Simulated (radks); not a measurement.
Problem. The phosphorus anion P3-, [Ar], held by a Watson sphere: a shell of charge +3 at radius R that stands for the Madelung well of a crystal (potential energy -3/R inside, -3/r outside, in hartree with lengths in bohr). Method: non-relativistic Kohn-Sham, r2SCAN, spin-unpolarised, spherical densities, point nucleus; meta-GGA in the generalised Kohn-Sham scheme; computed with a radial shooting solver on a logarithmic mesh with Libxc functionals.

R (bohr)  e(2p) (eV)  e(3s) (eV)  e(3p) (eV)  <r> 3p (bohr)  sum of <r^2> (bohr^2)  X-ray form factor at sin(theta)/lambda = 0.2 1/angstrom
1.89         -123.66     -17.823      -8.710          2.185                  44.07                                                   10.968
2.46         -123.14     -15.651      -7.472          2.417                  52.84                                                   10.511
2.95         -123.17     -14.126      -6.411          2.611                  60.83                                                   10.283
3.31         -123.16     -13.219      -5.701          2.749                  66.87                                                   10.195
4.15         -122.95     -11.694      -4.344          3.059                  81.73                                                   10.147
4.63         -122.79     -11.115      -3.752          3.231                  90.93                                                   10.165

Estimate the row for R = 2.11 bohr.

Solution. e(2p) (eV) -123.27; e(3s) (eV) -16.943; e(3p) (eV) -8.248; <r> 3p (bohr) 2.275; sum of <r^2> (bohr^2) 47.36; X-ray form factor at sin(theta)/lambda = 0.2 1/angstrom 10.767.
